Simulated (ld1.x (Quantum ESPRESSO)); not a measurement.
# An all-electron radial function and its pseudo partner (hydrogen)

Columns: radius, all-electron u(r) and pseudo u(r) of the 1s shell (level -6.33 eV) of hydrogen in the configuration 1s1; PBEsol, scalar-relativistic, RRKJ scheme, ld1.x (Quantum ESPRESSO) 7.5.

```
r (bohr)  all-electron  pseudo
   0.060        0.1063  0.0887
   0.120        0.2000  0.1753
   0.180        0.2825  0.2577
   0.240        0.3546  0.3342
   0.300        0.4173  0.4034
   0.360        0.4715  0.4646
   0.420        0.5181  0.5174
   0.480        0.5578  0.5617
   0.540        0.5913  0.5981
   0.600        0.6192  0.6272
   0.660        0.6420  0.6499
   0.720        0.6604  0.6672
   0.780        0.6747  0.6800
   0.840        0.6854  0.6891
   0.900        0.6929  0.6951
   0.960        0.6976  0.6987
   1.020        0.6997  0.7001
   1.080        0.6995  0.6996
   1.140        0.6974  0.6974
   1.200        0.6934  0.6934
   1.260        0.6879  0.6879
   1.320        0.6811  0.6811
   1.380        0.6730  0.6730
   1.440        0.6639  0.6639
   1.500        0.6539  0.6539
   1.560        0.6431  0.6431
```

(1) How many radial nodes do the two functions have?

(2) At about which radius was the pseudo-wave matched?

(3) Where does each function peak?

(4) Is the pseudo-wave norm-conserving?

Results:

(1) The all-electron 1s function has n − l − 1 = 0; the pseudo-wave has 0.

(2) 1.15 bohr. The columns agree to 0.0005 from 1.02 bohr on; several derivatives are matched, so the curves merge somewhat inside the radius.

(3) Outermost all-electron maximum near 1.02 bohr, pseudo maximum near 1.02 bohr (to the table’s step).

(4) Yes: the RRKJ scheme keeps the norm inside the radius equal to the all-electron one, which fixes the energy derivative of the logarithmic derivative at the level.
